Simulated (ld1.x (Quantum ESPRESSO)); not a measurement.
# What one change does to a pseudopotential (antimony (Sb), TM)

- Element: Sb
- Generator: ld1.x (Quantum ESPRESSO) 7.5
- Type: norm-conserving Troullier–Martins (Kleinman–Bylander form)
- Functional: PW91
- Relativity: scalar-relativistic
- Frozen core: [Kr]
- Valence charge: 15
- Reference configuration: 4d10 5s1 5p4
- Partial waves: 5s (bound): rc 1.60 bohr; 5p (bound): rc 2.35 bohr; 4d (bound): rc 1.05 bohr
- Local potential: all-electron potential smoothed inside 0.80 bohr (lloc = -2)
- Core correction: none

All-electron outer shells of the reference configuration (PW91, scalar-relativistic, ld1.x):

```tsv
shell	level (eV)	outermost node (bohr)	outermost maximum (bohr)
4s	-150.32	0.39	0.73
4p	-103.27	0.39	0.76
4d	-34.94	0.38	0.84
5s	-13.70	0.95	1.88
5p	-5.45	1.04	2.29
```

Change: fully relativistic.

Cutoffs: the cutoffs (Ry, on a coarse ladder) from which the occupation-weighted sum of valence levels, in a spherical-Bessel basis at the reference potential, stays within 10 and 1 mRy of its value at 400 Ry; they do not see the model core or the augmentation charge, which bear on the density cutoff. Errors are all-electron minus pseudo energies relative to the spin-unpolarised reference configuration.

Problem. What does the change do?

Solution. The potential gets neither clearly harder nor softer (110 Ry and 180 Ry → 110 Ry and 160 Ry); both files keep a bound ghost (p, s); of the 7 tests that both files solve, the error grows in 2 and shrinks in 4 by more than 15 % and 0.3 meV (median size 4.7 → 2.9 meV).

```tsv
quantity	base	changed
cutoff, loose	110 Ry	110 Ry
cutoff, tight	180 Ry	160 Ry
loose cutoff by channel (10 mRy a level)	s 30 Ry, p 6 Ry, d 90 Ry	s 30 Ry, p 21 Ry, d 90 Ry
bound ghosts	s, p	s, p3/2, p1/2
error for 4d10 5s2 5p3, meV [ΔE -8.14 → -8.11 eV]	+1.0	+0.4
error for 4d10 5s2 5p2, meV [ΔE 0.24 → 0.28 eV]	-4.7	-3.2
error for 4d10 5s2 5p1, meV [ΔE 16.28 → 16.35 eV]	-8.7	-2.9
error for 4d10 5s2 5p3.3, meV [ΔE -9.31 → -9.29 eV]	+2.5	+1.6
error for 4d10 5s1 5p0, meV [ΔE 85.20 → 85.29 eV]	+51	+73
error for 4d10 5s1 5p3, meV [ΔE 8.99 → 9.01 eV]	-0.1	+2.1
error for 4d10 5s2 5p0, meV [ΔE 40.79 → 40.88 eV]	-6.3	+6.3
s: phases at 2.55 bohr within 0.05 rad from the reference energy up to (Ry; the scan ends near 5)	1.4	1.4
```

 A true bound ghost makes a file unfit for plane-wave use even where its test errors are small: the radial tests pick states by their node count and pass the ghost by.
